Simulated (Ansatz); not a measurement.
`CN[SiH2]O` + `[AsH3]` → `O[SiH2][AsH2]` + CH₃NH₂ at 500 K and 1 bar (ligand exchange at the Si–N bond).

Computed with Ansatz on PBE0-D4/def2-TZVP structures; ΔE is electronic, products minus reactants. CCSD(T)/CBS is the MP2 limit (def2-TZVPP, def2-QZVPP) plus CCSD(T) − MP2 in def2-TZVPP, frozen cores. For As outer-core shells are correlated without core-valence functions, which leaves a few kJ/mol of doubt a bond. Scalar relativity is left out up to krypton. Each species was taken in one conformer, which may not be the lowest.

```
        species  CCSD(T)/CBS energy (Eh)  H − E (kJ/mol)  S (J/(mol·K))
    `CN[SiH2]O`               -461.28708           269.9          389.7
       `[AsH3]`              -2236.79077            76.6          245.1
`O[SiH2][AsH2]`              -2602.30953           162.5          380.3
         CH₃NH₂                -95.75281           191.8          270.3
```

H − E and S are ideal-gas, rigid-rotor, harmonic terms from PBE0-D4/def2-TZVP, for one conformer and one mirror image of each species. 1 Eh = 2625.50 kJ/mol, R = 8.31446 J/(mol·K).

Problem. By hand: ΔE, ΔH, ΔS and ΔG.

Solution. ΔE = (-2602.30953) + (-95.75281) − (-461.28708) − (-2236.79077) = 0.01551 Eh = 40.7 kJ/mol. Δ(H − E) = 162.5 + 191.8 − 269.9 − 76.6 = 7.8, so ΔH = 48.5 kJ/mol. ΔS = 380.3 + 270.3 − 389.7 − 245.1 = 15.8 J/(mol·K). ΔG = 48.5 − 500 × (15.8)/1000 = 40.6 kJ/mol.

Problem. By hand: the equilibrium constant, and the temperature at which ΔG would vanish if ΔH and ΔS stayed fixed.

Solution. log₁₀ K = −ΔG/(RT ln 10) = -4.2. ΔG = 0 at ΔH/ΔS = 3070 K, far beyond where these terms or the molecules hold.

ΔH outweighs TΔS. A doubt of 5 kJ/mol in ΔE shifts log₁₀ K by 0.5 here. Other conformers and mirror images would add mixing entropy, several J/(mol·K) or more a flexible species. These are equilibria of isolated gas molecules and say nothing of rates. Largest T1 diagnostic: 0.011 (customary marks: 0.02 for closed shells, 0.045 for open ones).
